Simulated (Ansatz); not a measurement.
Isolated molecules relaxed with PBE0-D4/def2-TZVP in Ansatz; ΔE leaves out vibrations. CBS: MP2 limit from def2 TZ/QZ plus the TZ coupled-cluster correction, frozen cores. This one scheme is used for every species. Functionals use def2-TZVPP. B3LYP here is the variant with VWN-RPA as its local correlation; programs differ in this. HSE06 is defined as in plane-wave codes. For Br, Zn outer-core shells are correlated without core-valence functions, which leaves a few kJ/mol of doubt a bond. Scalar relativity is left out up to krypton. Each species was taken in one conformer, which may not be the lowest.

Consider the ligand exchange at a Zn–O bond: `C[O][Zn][F]` + HBr → `[F][Zn][Br]` + CH₃OH.

```tsv
level	ΔE (eV)
HSE06-D4	-1.29
PBE-QIDH	-1.30
revPBE	-1.18
B3LYP	-1.21
r2SCAN0	-1.32
CCSD(T)/def2-SVP	-1.15
MP2/def2-TZVPP	-1.16
SCS-MP2/def2-TZVPP	-1.16
```

Task: What does CCSD(T)/CBS give? (Best estimate.)

Result: The calculation gave: -1.27 eV. The listed levels differ from it by -0.02, -0.03, 0.09, 0.06, -0.05, 0.12, 0.11, 0.11 eV.

Largest T1 diagnostic among the species: 0.017.

From PBE to PBE0 (25 % exact exchange), in def2-TZVPP and without D4, ΔE moves by −0.13 eV. At CCSD(T), def2-SVP lies +0.12 eV from the extrapolated value and def2-TZVPP +0.10 eV.
